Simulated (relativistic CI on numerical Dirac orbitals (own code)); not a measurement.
# Sensitivity of the levels of Tl¹⁶⁺ to α and to the nuclear radius

Computed by Dirac-Coulomb-Breit CI, orbitals from a KLI potential per configuration, derivatives by finite differences, unscaled Slater integrals, QED left out (own radial code, finite nucleus).

Configuration list (outside the closed core [Kr] 4d10): 4f14 5s2 5p3, 4f14 5s 5p4, 4f14 5s2 5p2 5d, 4f13 5s2 5p4, 4f14 5s 5p3 5d, 4f14 5p5, 4f13 5p6, 4f14 5s2 5p 5d2, 4f14 5s2 5d3, 4f14 5s 5p 5d3. Double excitations out of closed p, d and f shells are left out; levels of such configurations are missing from the list, as are those of other unlisted configurations, and high levels can miss mixing partners.

With x = (α/α₀)² − 1 an excitation energy changes as ω = ω₀ + qx; K = 2q/ω₀ is the relative enhancement. Terms are leading LS components, so labels can repeat. The field-shift factor is F = δν/δ⟨r²⟩ for the transition from the lowest level.

Lowest level 4f14 5s2 5p3 2P°_3/2.

```
                 Level  ω₀ (cm⁻¹)  q (cm⁻¹)  F (GHz/fm²)
  4f14 5s2 5p3 4S°_3/2     185037    265900        -61.7
  4f14 5s2 5p3 2D°_5/2     207029    266100        -61.5
  4f14 5s2 5p3 2P°_1/2     233226    268100        -63.6
  4f14 5s2 5p3 2P°_3/2     422213    537300         -130
    4f14 5s 5p4 4P_5/2     536939    307500         -727
4f14 5s2 5p2 5d 4F_3/2     551340     66890         -113
    4f14 5s 5p4 2S_1/2     605599    344700         -779
    4f14 5s 5p4 2D_3/2     621780    295700         -615
4f14 5s2 5p2 5d 4F_5/2     627472     89270        -49.5
 4f13 5s2 5p4 4G°_11/2     631586   -187300         69.1
  4f13 5s2 5p4 2G°_9/2     632370   -189300         69.7
  4f13 5s2 5p4 2D°_3/2     635024   -185000         68.6
  4f13 5s2 5p4 2F°_7/2     635281   -187000         68.5
```

At this charge transitions that keep the count of f electrons are usually good to a few per cent. Levels that differ in their count of f electrons can be misplaced by several ten thousand cm⁻¹, since the correlation energy of f electrons is missing or only estimated; rates across such gaps can be off by orders of magnitude.

(1) Which transition from the lowest level has the largest |K|?

Answers

(1) 4f14 5s2 5p3 4S°_3/2 at 185037 cm⁻¹, K = 2.87.
